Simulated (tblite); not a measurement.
Isomers of C5H7NS. Computed with GFN2-xTB (tblite): harmonic, unscaled wavenumbers at the GFN2-xTB geometry, gas phase. Against measured fundamentals such values can be off by several per cent, at times by over 20. One conformer each.

Electronic energies: GFN2-xTB at the same geometries; isomer energies are rough at this level and their order can be wrong.

```tsv
SMILES	electronic energy, lowest = 0 (kcal/mol)
CNc1ccsc1	4.3
C#CC(=S)N(C)C	32.8
Cc1sccc1N	2.2
CSc1cc[nH]c1	0.0
CNc1cccs1	3.7
```

Task: How do GFN2-xTB zero-point energies change the relative energies?

Result: 
```csv
SMILES,ZPE (kcal/mol),of it from modes above 1550 cm⁻¹,electronic (kcal/mol),"with ZPE, lowest = 0 (kcal/mol)",lowest mode (cm⁻¹),rings
CSc1cc[nH]c1,68.2,33.8,0.0,0.0,33,1
Cc1sccc1N,68.0,34.1,2.2,2.0,68,1
CNc1cccs1,68.1,33.5,3.7,3.6,78,1
CNc1ccsc1,68.2,33.5,4.3,4.3,76,1
C#CC(=S)N(C)C,66.4,33.7,32.8,31.1,79,0
```

The zero-point energies span 1.8 kcal/mol, from `C#CC(=S)N(C)C` to `CSc1cc[nH]c1`. The order is unchanged.

Task: What do entropy and thermal enthalpy add at 298.15 K and 1 bar (rigid rotor, harmonic oscillator, one conformer each)?

Result: 
```json
{"SMILES": "CSc1cc[nH]c1", "point group": "Cs", "symmetry number": "1", "S (cal/(mol K))": "85.5", "H − H(0) (kcal/mol)": "5.18", "ZPE + H − H(0) − TS (kcal/mol)": "47.9"}
{"SMILES": "CNc1cccs1", "point group": "C1", "symmetry number": "1", "S (cal/(mol K))": "83.9", "H − H(0) (kcal/mol)": "5.13", "ZPE + H − H(0) − TS (kcal/mol)": "48.2"}
{"SMILES": "CNc1ccsc1", "point group": "C1", "symmetry number": "1", "S (cal/(mol K))": "83.5", "H − H(0) (kcal/mol)": "5.08", "ZPE + H − H(0) − TS (kcal/mol)": "48.3"}
{"SMILES": "C#CC(=S)N(C)C", "point group": "Cs", "symmetry number": "1", "S (cal/(mol K))": "92.0", "H − H(0) (kcal/mol)": "6.17", "ZPE + H − H(0) − TS (kcal/mol)": "45.1"}
```

Not tabulated: `Cc1sccc1N` (point group not settled).
